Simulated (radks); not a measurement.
The numbers below are computed, except where a source is named.
Question: The strontium ion Sr3+, 35 electrons, occupied as [Ar] 3d10 4s2 4p5. Code: a radial shooting solver on a logarithmic mesh with Libxc functionals. Model: scalar-relativistic Kohn-Sham, SCAN, spin-unpolarised, spherical densities, finite nucleus; meta-GGA in the generalised Kohn-Sham scheme; Fermi nuclear charge, rms radius 4.224 fm. Some entries of the table are withheld. Estimate them.

orbital  occ.  eigenvalue (Ry)  <r> (bohr)
1s          2              (1)         (2)
2s          2              (3)         (4)
2p          6        -144.0877      0.1504
3s          2              (5)      0.4906
3p          6        -21.42995      0.4974
3d         10        -11.77254      0.4974
4s          2         -5.16847       1.329
4p          5         -3.73014       1.489

Answer: 
(1) 1s eigenvalue (Ry): -1176.473
(2) 1s <r> (bohr): 0.03917
(3) 2s eigenvalue (Ry): -162.1055
(4) 2s <r> (bohr): 0.1723
(5) 3s eigenvalue (Ry): -27.31384
